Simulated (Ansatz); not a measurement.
C$_{6}$H$_{13}$, doublet, geometry from GFN2-xTB; B3LYP5/6-31G* (Ansatz, a first-principles code).

Input for Ansatz:
Ansatz 0.2 input:
```yaml
crystal:
  periodic: [false, false, false]
  atoms:
    - {symbol: C, position_ang: [-2.98430396, -0.66041146, -0.04973240]}
    - {symbol: C, position_ang: [-1.58600614, -0.51915247, 0.38081968]}
    - {symbol: C, position_ang: [-0.85691671, 0.60359329, -0.40073596]}
    - {symbol: C, position_ang: [0.57074552, 0.84124676, 0.08712427]}
    - {symbol: C, position_ang: [1.52002337, -0.31817981, -0.20726247]}
    - {symbol: C, position_ang: [2.95401446, 0.02034191, 0.18271071]}
    - {symbol: H, position_ang: [-3.22259204, -1.20158113, -0.94514443]}
    - {symbol: H, position_ang: [-3.76064498, -0.08153014, 0.41167488]}
    - {symbol: H, position_ang: [-1.53785710, -0.27248627, 1.44434508]}
    - {symbol: H, position_ang: [-1.04629639, -1.45351122, 0.20928618]}
    - {symbol: H, position_ang: [-0.84553535, 0.34537543, -1.46144559]}
    - {symbol: H, position_ang: [-1.43041506, 1.52616864, -0.28778204]}
    - {symbol: H, position_ang: [0.55920612, 1.03502542, 1.16245642]}
    - {symbol: H, position_ang: [0.95525016, 1.73927111, -0.40434564]}
    - {symbol: H, position_ang: [1.48038554, -0.55392746, -1.27334677]}
    - {symbol: H, position_ang: [1.20274833, -1.20545720, 0.34319572]}
    - {symbol: H, position_ang: [3.61586505, -0.81709521, -0.02581457]}
    - {symbol: H, position_ang: [3.01601134, 0.25037650, 1.24428674]}
    - {symbol: H, position_ang: [3.30853527, 0.88474228, -0.37490878]}
basis:
  gaussian:
    orbitals: 6-31G*
hamiltonian:
  xc: b3lyp5
magnetization: {spin_polarized: true, initial_magnetization: 1}
```

It wrote (shortened):

```
Functional definition: B3LYP5
1283 factors; integrals over basis functions are off by at most 7.4e-4 eV
mean field evaluation 1: about -6417.5437 eV, gradient 4.5e1 eV
mean field evaluation 2: about -6414.3719 eV, gradient 5.2e1 eV
mean field evaluation 4: about -6427.7826 eV, gradient 1.8e0 eV
mean field evaluation 8: about -6428.1689 eV, gradient 1.5e-1 eV
mean field evaluation 16: about -6428.1690 eV, gradient 1.4e-4 eV
mean field -6428.16904623 eV, -236.2308552794 hartree, gradient 7.8e-5 eV, S^2 0.753805; 0 other end points of the search recorded, 0 dependent functions left out
reference -6428.16928084 eV, -236.2308639012 hartree; 25, 24 occupied and 91, 92 virtual orbitals, 1283 factors
Total energy: -6428.16928084 eV, -236.2308639012 hartree
```
